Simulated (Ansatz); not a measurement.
Gas-phase reaction R1 → P1 + P2, each structure at its B3LYP-D3(BJ)/def2-TZVP stationary point, reached from a drawn start (curvature not checked).
R1: Cl4Se (SMILES Cl[Se](Cl)(Cl)Cl), charge 0, multiplicity 1.
P1, Cl2Se (SMILES Cl[Se]Cl) (charge 0, multiplicity 1):
```xyz
3

Se     0.005     0.005    -0.916
Cl     1.685    -0.006     0.467
Cl    -1.690     0.001     0.449
```
P2: Cl2 (SMILES ClCl), charge 0, multiplicity 1.

P less R. No zero-point or thermal terms; no spin–orbit coupling.

Cores are frozen in the correlated methods. In cc and def2 sets filled d and f shells under p-block atoms count as core.

Programs: Ansatz (Gaussian basis) for Hartree–Fock, density functionals and correlated methods. Each number belongs to the level named beside it.

Total energies in hartree:

| structure | PBE/def2-TZVPP | PBE0/def2-TZVPP | CCSD(T)/def2-QZVPP |
|---|---|---|---|
| R1 | -4241.316851 | -4241.513598 | -4239.088912 |
| P1 | -3321.261348 | -3321.401854 | -3319.591133 |
| P2 | -920.021287 | -920.089172 | -919.481114 |

Q: Work out the reaction energy at each level in eV (1 hartree = 27.21139 eV), and say how far PBE/def2-TZVPP lies from CCSD(T)/def2-QZVPP.

A: 
- PBE/def2-TZVPP: (-3321.261348) + (-920.021287) − (-4241.316851) = 0.034216 hartree = 0.931 eV
- PBE0/def2-TZVPP: (-3321.401854) + (-920.089172) − (-4241.513598) = 0.022572 hartree = 0.614 eV
- CCSD(T)/def2-QZVPP: (-3319.591133) + (-919.481114) − (-4239.088912) = 0.016665 hartree = 0.453 eV
PBE/def2-TZVPP less CCSD(T)/def2-QZVPP: 0.478 eV. CCSD(T)/def2-QZVPP is the level counted from, the highest shown, and no exact or measured value.

Ansatz is an electronic-structure program.
